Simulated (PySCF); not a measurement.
C2H5F2NSi, SMILES C/N=C/[SiH](F)F.

Geometry: PBE-D3(BJ)/def2-SVP. The structure was generated by enumeration; whether it is a known compound was not checked. One conformer was computed; it need not be the lowest.

All values below come from PBE-D3(BJ)/def2-SVP in PySCF 2.14.0.

Frequencies are harmonic and unscaled.

```
mode  ν (cm⁻¹)  IR (km/mol)   moving atoms (share of kinetic energy)
----  --------  -----------  ---------------------------------------
1            9          3.0           F 30 %, H 29 %, C 25 %, N 12 %
2          121          1.5           F 36 %, H 33 %, C 15 %, N 13 %
3          144          8.4  C 39 %, H 19 %, F 17 %, Si 15 %, N 10 %
4          213         11.6                           H 72 %, N 25 %
5          252         10.5                   F 65 %, C 18 %, N 12 %
6          305          2.7            C 42 %, F 21 %, H 20 %, N 9 %
7          360         24.1                  F 49 %, Si 31 %, C 10 %
8          407         24.4          N 26 %, H 26 %, Si 25 %, C 20 %
9          765         76.2          H 44 %, F 21 %, Si 20 %, C 14 %
10         786         15.8                           H 61 %, C 34 %
11         794          9.7                           H 85 %, F 15 %
12         859        246.4                  F 46 %, Si 41 %, H 10 %
13         868          0.1                           H 70 %, C 21 %
14         939        201.6                  Si 47 %, F 37 %, H 13 %
15         995         26.6                   C 47 %, N 30 %, H 21 %
16        1083          0.7                   H 65 %, C 23 %, N 13 %
17        1107          2.5                   H 62 %, C 23 %, N 14 %
18        1280         22.5                   H 70 %, C 19 %, N 10 %
19        1348          1.4                           H 86 %, C 14 %
20        1392          6.3                                   H 97 %
21        1408         31.8                                   H 92 %
22        1667          1.8                           C 50 %, N 47 %
23        2253         98.3                                   H 96 %
24        2860         51.4                                   H 92 %
25        2900         52.1                                   H 96 %
26        3017         13.7                            H 91 %, C 9 %
27        3039          4.7                            H 91 %, C 9 %
```
